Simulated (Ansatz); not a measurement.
`[OH][GeH2][GeH3]` + H₂ → `[GeH3][GeH3]` + H₂O  (hydrogenolysis of a Ge–O bond)

Calculated with Ansatz (gas phase, PBE0-D4/def2-TZVP geometries, no zero-point term in ΔE). CCSD(T)/CBS adds triple-zeta CCSD(T) − MP2 to the extrapolated MP2 energy (def2 sets, frozen cores). This one scheme is used for every species. DFT in def2-TZVPP. B3LYP here is the variant with VWN-RPA as its local correlation; programs differ in this. HSE06 is defined as in plane-wave codes. For Ge outer-core shells are correlated without core-valence functions, which leaves a few kJ/mol of doubt a bond. Scalar relativity is left out up to krypton. Each species was taken in one conformer, which may not be the lowest.

(1) Is it downhill or uphill in electronic energy at CCSD(T)/CBS, and by how much? (Estimate.)

(2) What do these levels give: BLYP-D4, B3LYP-D4, r2SCANh-D4, r2SCAN0-D4, HSE06-D4, PBE, r2SCAN, HF/def2-SVP, MP2/def2-SVP, CCSD(T)/def2-SVP, CCSD(T)/def2-TZVPP, MP2/CBS(def2)? (Best estimate.)

(3) What do rigid-rotor, harmonic-oscillator terms from PBE0-D4/def2-TZVP frequencies (298.15 K, 1 bar) make of the CCSD(T)/CBS value? (Best estimate.)

Largest T1 diagnostic among the species: 0.012.

## Answers

(1) The calculation gave: Downhill: ΔE = -1.9 kcal/mol.

(2) The calculation gave: BLYP-D4 0.7, B3LYP-D4 -0.7, r2SCANh-D4 -0.9, r2SCAN0-D4 -1.8, HSE06-D4 -2.5, PBE -1.8, r2SCAN -0.5, HF/def2-SVP -5.1, MP2/def2-SVP -1.1, CCSD(T)/def2-SVP -2.5, CCSD(T)/def2-TZVPP -1.4, MP2/CBS(def2) -0.7 kcal/mol.

(3) The calculation gave: ΔZPE = +3.2 kcal/mol, ΔH = +0.7 kcal/mol, ΔS = 9 J/(mol·K), ΔG = 0.0 kcal/mol.

From r2SCAN to r2SCAN0 (25 % exact exchange), in def2-TZVPP and without D4, ΔE moves by −1.5 kcal/mol. Leaving LDA and LC-ωPBE aside and taking each functional with its dispersion term where it has one, the values spread over 3.2 kcal/mol, from PBE0-D4 to BLYP-D4. LDA lies −1.0 kcal/mol from PBE without D4.
